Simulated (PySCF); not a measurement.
**Frontier orbitals and the lowest excitations**

Species: C₅H₉FOSi.
SMILES with atom numbers: `[O:1]=[C:2](/[CH:3]=[CH:4]/[F:5])[CH2:6][CH2:7][SiH3:8]` (hydrogens: H9 on C3; H10 on C4; H11, H12 on C6; H13, H14 on C7; H15, H16, H17 on Si8)

Geometry (GFN2-xTB, Å), atoms numbered from 1 in this order:
```xyz
17
C5H9FOSi angstrom
O      0.5701    0.0265   -1.4686
C      0.8011   -0.1305   -0.2918
C      2.1160    0.1821    0.3084
C      3.0905    0.6931   -0.4329
F      4.2868    0.9949    0.0671
C     -0.2095   -0.6678    0.6904
C     -1.5598   -0.9560    0.0483
Si    -2.4795    0.6098   -0.5318
H      2.2615   -0.0101    1.3602
H      3.0056    0.9101   -1.4890
H     -0.3118    0.0575    1.5025
H      0.2181   -1.5783    1.1259
H     -2.1796   -1.4949    0.7674
H     -1.4050   -1.6247   -0.7991
H     -3.7666    0.1806   -1.0833
H     -1.7300    1.3831   -1.5118
H     -2.7151    1.4366    0.6609
```

The calculation used TDDFT CAM-B3LYP/def2-SVPD, vertical, gas phase, core orbitals frozen in the response in PySCF 2.14.0, density-fitted response routines.

Kohn–Sham orbitals with the atoms that hold most of them (Löwdin shares over 4%, at most four atoms; ? is withheld):

| orbital | ε (eV) | atoms |
| --- | --- | --- |
| HOMO-3 | -10.82 | Si8 36%, H17 27%, H16 16%, C7 8% |
| HOMO-2 | -10.10 | C7 34%, Si8 23%, C6 11%, H12 5% |
| HOMO-1 | -9.52 | ? |
| HOMO | -9.13 | O1 58%, C2 11%, C6 10%, C3 9% |
| LUMO | ? | ? |
| LUMO+1 | 1.05 | Si8 17%, C6 14%, H12 9%, C3 9% |
| LUMO+2 | 1.66 | Si8 23%, C4 15%, F5 8%, H10 8% |

(1) Which atoms hold the HOMO-1, and with what shares?

(2) Which atoms hold the LUMO, and with what shares?

(3) What is the LUMO energy, and the HOMO–LUMO gap?

Answers

(1) C3 (bonded to 2 C and H) 33%; C4 (bonded to C, F and H) 25%; F5 (bonded to C) 13%; O1 (bonded to C) 12%. By element: carbon 58% or more, fluorine 13%, oxygen 12%.

(2) C4 (bonded to C, F and H) 25%; C2 (bonded to 2 C and O) 22%; O1 (bonded to C) 18%; C3 (bonded to 2 C and H) 15%. By element: carbon 61% or more, oxygen 18%.

(3) ε(LUMO) = -0.65 eV; the gap is 8.48 eV (0.3118 hartree).

Q: The HOMO–LUMO gap is 8.48 eV. Where does the response calculation put the lowest singlet, and from which orbitals?

A: S1 is at 4.06 eV (f = 0.0000), 4.43 eV below the gap, made of HOMO→LUMO (92%). Without the coupling terms of the response equations the lowest excitation would equal the gap.

Q: One configuration dominates each of S1, S2, S3 and S4. Which, and how do the shares of the two leading atoms of either orbital change from the occupied to the empty one?

A: 
- S1 (4.06 eV, f 0.0000), HOMO→LUMO (92%): O1 58% → 18%, C2 11% → 22%, C4 at most 9% → 25%
- S2 (5.98 eV, f 0.336), HOMO-1→LUMO (96%): C3 33% → 15%, C4 25% → 25%, C2 at most 12% → 22%
- S3 (6.77 eV, f 0.0091), HOMO-2→LUMO (95%): C7 34% → at most 15%, Si8 23% → at most 15%, C4 at most 5% → 25%, C2 at most 5% → 22%
- S4 (7.29 eV, f 0.012), HOMO→LUMO+1 (73%): O1 58% → at most 9%, C2 11% → at most 9%, Si8 at most 9% → 17%, C6 10% → 14%

Löwdin shares depend on the basis, the more so with diffuse functions.

One conformer stands for the species.
